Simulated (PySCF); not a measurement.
## C₆ coefficients of unlike pairs at BLYP

Calculated with PySCF 2.14 from the dipole response of each species, C₆(A,B) = (3/π) ∫ α_A(iu) α_B(iu) du, in atomic units, from isotropic polarisabilities. For ions this is the dispersion term alone; charge-induced terms of lower order in 1/R come first.

```tsv
species	configuration	basis	relativity	α (bohr³)	C₆ (like pair)
Si	[Ne] 3s2 3p2 (3P)	dyall-acv3z (19s12p6d4f)	spin-free X2C	42.56	350.5
Si⁺	[Ne] 3s2 3p1 (2P)	aug-cc-pV(Q+d)Z (7s6p5d3f2g)	none	18.97	99.49
V²⁺	[Ar] 3d3 (4F)	x2c-QZVPPall with one added diffuse shell each of s, p, d, f, g type (12s8p6d4f3g)	spin-free X2C	5.004	15.01
Pb⁺	[Xe] 4f14 5d10 6s2 6p1 (2P)	aug-cc-pVQZ-PP with one added diffuse shell each of s, p, d, f, g type with ECP60MDF (8s8p6d4f3g)	core potential	27.82	235.2
```

Task: Estimate C₆ for Pb⁺ with V²⁺.

Result: The integral gives 56.82. The combination rule 2 C_A C_B / (C_A α_B/α_A + C_B α_A/α_B) gives 56.15 and the geometric mean 59.42.

No spin-orbit coupling is included.

The other pairs:

```tsv
pair	C₆
V²⁺, Si	61.67
V²⁺, Si⁺	34.93
Si⁺, Si	184.6
Pb⁺, Si	277.4
Pb⁺, Si⁺	151.3
```
